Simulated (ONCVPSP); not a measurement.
Before and after: ONCV potential for Rb

- Element: Rb (Z = 37)
- Generator: ONCVPSP 4.0.1
- Type: optimised norm-conserving Vanderbilt (ONCV)
- Functional: LDA (Perdew-Wang 92)
- Relativity: scalar-relativistic
- Frozen core: [Ar] 3d10
- Valence charge: 9
- Reference configuration: 4s2 4p6 5s1
- Partial waves: 4s+5s: rc 2.35 bohr, ncon 4, nbas 9, qcut 5.2 1/bohr, 2 projectors; 4p: rc 2.35 bohr, ncon 4, nbas 8, qcut 7.2 1/bohr, 2 projectors, debl 2.2 Ha; d scattering state at 0.19 Ha: rc 2.15 bohr, ncon 4, nbas 9, qcut 4.3 1/bohr, 2 projectors, debl 0.8 Ha
- Local potential: polynomial inside 1.95 bohr (lpopt 5, dvloc0 4 Ha)
- Core correction: none

All-electron outer shells of the reference configuration (LDA (PZ), scalar-relativistic, ld1.x):

| shell | level (eV) | outermost node (bohr) | outermost maximum (bohr) |
| --- | --- | --- | --- |
| 4s | -31.97 | 0.62 | 1.25 |
| 4p | -16.03 | 0.64 | 1.42 |
| 5s | -2.37 | 1.79 | 4.22 |

Change: s: rc 3.02.

Cutoffs: the cutoffs (Ha) at which the residual kinetic energy of the hardest occupied pseudo-wave falls to 1 and 0.1 mHa per electron; they do not see the model core or the augmentation charge, which bear on the density cutoff. Errors are all-electron minus pseudo energies relative to the spin-unpolarised reference configuration.

Problem. What does the change do?

Solution. The potential gets softer (8.3 Ha and 13 Ha → 6.8 Ha and 13 Ha); of the 4 tests that both files solve, the error grows in 1 and shrinks in 0 by more than 15 % and 0.3 meV (median size 0.1 → 0.2 meV); neither file shows a bound ghost. A larger radius leaves more room for a smooth pseudo-wave, so fewer plane waves are needed.

```csv
quantity,base,changed
"cutoff, loose",8.3 Ha,6.8 Ha
"cutoff, tight",13 Ha,13 Ha
loose cutoff by channel,"s 8.3 Ha, p 6.8 Ha","s 3.5 Ha, p 6.8 Ha"
bound ghosts,none,none
GHOST(+) flags under 300 eV,none,none
"error for 4s2 4p6 5s0, meV [ΔE 4.27 eV]",-0.2,-0.3
"error for 4s2 4p6 5s0.5, meV [ΔE 1.66 eV]",-0.1,-0.1
"error for 4s2 4p6 5s0 5p1, meV [ΔE 1.62 eV]",+0.1,0.0
"error for 4s1 4p6 5s1, meV [ΔE 37.84 eV]",-102,-239
p: phases at 2.39 bohr within 0.05 rad from the reference energy up to (Ha; the scan ends near 5),to the end of the scan,to the end of the scan
d: phases at 2.19 bohr within 0.05 rad from the reference energy up to (Ha; the scan ends near 5),to the end of the scan,to the end of the scan
```
